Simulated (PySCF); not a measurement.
Isomers of C6H13PSe, from PBE0-D3(BJ)/def2-SVP geometry optimisation, gas phase in PySCF 2.14.0. One conformer each, no zero-point energy, no frequencies.

Task: Which isomer lies lower at this level?
A. `[CH3:1]/[CH:2]=[CH:3]\[P@H:4](=[Se:5])[CH2:6][CH2:7][CH3:8]` with C2–C3–P4–Se5 -69°, C3–P4–C6–C7 -175°, P4–C6–C7–C8 -177°: A = 1365, B = 711.4, C = 498.2 MHz, dipole 4.44 D
B. `[CH2:1]=[CH:2][P@@:3]([CH3:4])(=[Se:5])[CH:6]([CH3:7])[CH3:8]` with C1–C2–P3–C4 -130°, C2–P3–C6–C7 48°: A = 1400, B = 922.0, C = 704.0 MHz, dipole 4.76 D

Result: B. That is `C(C)([P@@](C=C)(=[Se])C)C`, 8.0 kcal/mol below the other.

| SMILES | mapped SMILES | E (Eh) | relative (kcal/mol) | relative (kJ/mol) | dipole (D) |
| --- | --- | --- | --- | --- | --- |
| C=C[P@@](C)(=[Se])C(C)C | [CH2:1]=[CH:2][P@@:3]([CH3:4])(=[Se:5])[CH:6]([CH3:7])[CH3:8] | -2978.13666 | 0.0 | 0.0 | 4.76 |
| C/C=C\[P@H](=[Se])CCC | [CH3:1]/[CH:2]=[CH:3]\[P@H:4](=[Se:5])[CH2:6][CH2:7][CH3:8] | -2978.12396 | 8.0 | 33.3 | 4.44 |
